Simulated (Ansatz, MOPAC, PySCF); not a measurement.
C$_{5}$H$_{10}$OTe, SMILES `O[Te]C1CCCC1` (H–O–Te–C torsion -89°, O–Te–C–C torsion 46°), neutral singlet in the gas phase. In the def2 sets core potentials replace the inner electrons of Te.

Cartesian coordinates (Å):
SMILES: O[Te]C1CCCC1
```xyz
17

O      3.4599    -0.3349     0.8374
Te     1.9478     0.1361     2.0997
C      0.5076     0.5150     0.5045
C      0.5032    -0.5591    -0.5829
C     -0.7860    -0.2380    -1.3646
C     -1.7775     0.3324    -0.3110
C     -0.9481     0.5425     0.9862
H      3.3858    -1.2881     0.6831
H      0.7860     1.4871     0.0691
H      1.4141    -0.5458    -1.1975
H      0.4271    -1.5561    -0.1146
H     -0.5720     0.5207    -2.1338
H     -1.1843    -1.1201    -1.8885
H     -2.2100     1.2832    -0.6577
H     -2.6217    -0.3497    -0.1290
H     -1.1227    -0.2954     1.6825
H     -1.2093     1.4703     1.5172
```
Charge 0, multiplicity 1.

All levels are single points at this geometry (B3LYP-D3(BJ)/def2-SVP); Pople sets use spherical d functions. Orbital energies aren't observables, and empty levels follow the basis.

```
level                                  HOMO (eV)  LUMO (eV)  gap (eV)  dipole (D)  vertical IE, Delta-SCF (eV)
-------------------------------------  ---------  ---------  --------  ----------  ---------------------------
B3LYP-D3(BJ)/def2-TZVP in Ansatz           -5.74      -1.80      3.94        2.47                         7.99
CAM-B3LYP-D3(BJ)/def2-TZVP in Ansatz       -7.23      -0.54      6.69        2.53                            –
PBE-D3(BJ)/def2-TZVP in Ansatz             -4.87      -2.43      2.43        2.35                         7.81
B3LYP/6-31G* (LANL2DZ on Te) in PySCF      -5.64      -1.44      4.20        2.64                         7.99
PBE/6-31G* (LANL2DZ on Te) in PySCF        -4.74      -2.15      2.59        2.57                         7.81
HF/6-31G* (LANL2DZ on Te) in PySCF         -8.22       2.17     10.39        3.10                         7.27
AM1 in MOPAC                               -7.09      -0.26      6.83        2.23                            –
PM3 in MOPAC                               -8.87      -1.29      7.58        3.21                            –
PM6 in MOPAC                               -8.53      -1.05      7.47        4.18                            –
PM7 in MOPAC                               -7.55       0.85      8.40        3.32                            –
```

Ansatz is a quantum-chemistry and plane-wave program.
